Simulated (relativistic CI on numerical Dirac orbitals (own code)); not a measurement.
# Sensitivity of the levels of Lu32+ to α and to the nuclear radius

Method of calculation: Dirac-Coulomb-Breit CI, orbitals from a KLI potential per configuration, derivatives by finite differences, unscaled Slater integrals, QED left out (own radial code, finite nucleus).

CI space (outside the closed core [Ar] 3d10): 4s2 4p6 4d3, 4s2 4p5 4d4, 4s2 4p6 4d2 4f, 4s2 4p6 4d 4f2, 4s 4p6 4d4, 4p6 4d5, 4s2 4p6 4d2 5s, 4s2 4p6 4d 4f 5s. Levels of other configurations are missing.

With x = (α/α₀)² − 1 an excitation energy changes as ω = ω₀ + qx; K = 2q/ω₀ is the relative enhancement. Terms are leading LS components, so labels can repeat. The field-shift factor is F = δν/δ⟨r²⟩ for the transition from the lowest level.

Lowest level 4s2 4p6 4d3 4F_3/2.

```csv
Level,ω₀ (cm⁻¹),q (cm⁻¹),K,F (GHz/fm²)
4s2 4p6 4d3 4F_5/2,91995,113900,2.48,2.73
4s2 4p6 4d3 4P_3/2,111668,108300,1.94,2.37
4s2 4p6 4d3 4F_7/2,121957,120600,1.98,2.9
4s2 4p6 4d3 4P_1/2,126216,111900,1.77,2.26
4s2 4p6 4d3 2G_9/2,127457,113500,1.78,3
4s2 4p6 4d3 4P_5/2,184422,135100,1.46,2.91
4s2 4p6 4d3 4F_7/2,213664,222500,2.08,5.29
4s2 4p6 4d3 4F_9/2,226674,229400,2.02,5.76
4s2 4p6 4d3 4P_3/2,237402,227400,1.92,4.85
4s2 4p6 4d3 2P_1/2,246332,228500,1.86,5.11
4s2 4p6 4d3 2D_5/2,256993,212700,1.66,4.23
4s2 4p6 4d3 2H_11/2,258870,227700,1.76,6.06
4s2 4p6 4d3 2F_5/2,274292,233700,1.7,4.92
```

At this charge energies of transitions that change n are usually good to better than 1 %, and those within a shell (Δn = 0) to a few per cent. Terms inside the open d or f shell come out 10 to 20 % too wide with unscaled integrals.
